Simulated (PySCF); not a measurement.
B3LYP on Nb⁻ (niobium, charge -1), [Kr] 4d4 5s2, high-spin 5D determinant. All numbers are calculated (PySCF 2.14, scalar relativity by spin-free X2C-1e, in x2c-TZVPPall with one added diffuse shell each of s, p, d, f type (9s7p7d3f1g, 95 functions)).

```
cycle= 1 E= -3819.41103550765  delta_E= -0.0244  |g|= 0.052  |ddm|=  1.4
cycle= 2 E= -3819.41181259455  delta_E= -0.000777  |g|= 0.0413  |ddm|= 0.246
cycle= 3 E= -3819.41279115222  delta_E= -0.000979  |g|= 0.0305  |ddm|= 0.151
cycle= 4 E= -3819.41319942068  delta_E= -0.000408  |g|= 0.00284  |ddm|= 0.0418
cycle= 5 E= -3819.4132247951  delta_E= -2.54e-05  |g|= 0.000699  |ddm|= 0.0444
cycle= 6 E= -3819.41322578404  delta_E= -9.89e-07  |g|= 0.000184  |ddm|= 0.00771
cycle= 7 E= -3819.41322582722  delta_E= -4.32e-08  |g|= 1.29e-05  |ddm|= 0.001
cycle= 8 E= -3819.41322582839  delta_E= -1.17e-09  |g|= 3.55e-06  |ddm|= 0.000168
cycle= 9 E= -3819.41322582846  delta_E= -7.69e-11  |g|= 3.8e-07  |ddm|= 5.77e-05
converged SCF energy = -3819.41322582846  <S^2> = 6.0355646  2S+1 = 5.0142057
```

Highest occupied orbital energy: 0.750 eV; ⟨L²⟩ = 6.05; populations by l: s 9.99, p 18.00, d 14.01, f 0.00.

(1) Can this result be used?

Answers

(1) With care. The calculation finished and met its thresholds. At B3LYP the highest occupied level has a positive energy, so only the finite basis holds that electron; in a semilocal or global hybrid functional this comes from self-interaction and does not mean that the real anion is unbound.
